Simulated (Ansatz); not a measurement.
ReF5, SMILES [F][Re]([F])([F])([F])[F] (connectivity only; charge and spin as stated), neutral, multiplicity 3.

Geometry: PBE0-D3(BJ)/def2-SVP. The multiplicity is an assumed one; other spin states were not compared. The def2 effective core potentials stand for the cores of Re; spin–orbit coupling is left out.

Two levels are set side by side: PBE/def2-TZVPD (Ansatz, a program for electronic structure) and CAM-B3LYP/def2-TZVPD (Ansatz). Energy differences of separate SCF runs at the same geometry; the states with an electron removed or added have multiplicity 2 and 4. Differences are taken from unrounded values.

```json
[
 {"quantity": "vertical ionisation energy (eV)", "CAM-B3LYP": "11.05"},
 {"quantity": "vertical electron affinity (eV)", "CAM-B3LYP": "2.07"}
]
```

**Question.** What does PBE give, and how far is it from CAM-B3LYP? (The exact figures need the calculation; the answer reports its results.)

**Answer.** 
| quantity | PBE | PBE minus CAM-B3LYP |
|---|---|---|
| vertical ionisation energy (eV) | 9.83 | -1.22 |
| vertical electron affinity (eV) | 1.30 | -0.78 |
